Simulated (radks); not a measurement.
The numbers below are computed, except where a source is named.
Spherical jellium clusters: N electrons in a uniform positive sphere of charge N and radius rs N^(1/3), rs = 4.91 bohr. Level of theory: non-relativistic Kohn-Sham, PBEsol, spin-polarised, spherical densities (a radial shooting solver with Libxc functionals). Levels are named by radial order and angular momentum (1s, 1p, 1d, 2s, ...), and open shells are averaged over m.

N = 3, configuration 1s2 1p(up 1, down 0). This is the lowest configuration that the search found. Occupied and some empty levels:

level    occupation  eigenvalue (eV)  <r> (bohr)
1s up             1          -3.2668       5.226
1s down           1          -2.9980       4.972
1p up             1          -1.9818       6.633
1p down           0          -1.5907       6.608
1d up             0         -0.60611       8.651

Energy (eV): total -4.55887, kinetic 3.8206, external -40.167, Hartree 19.631, exchange-correlation -8.5939, background 20.750.
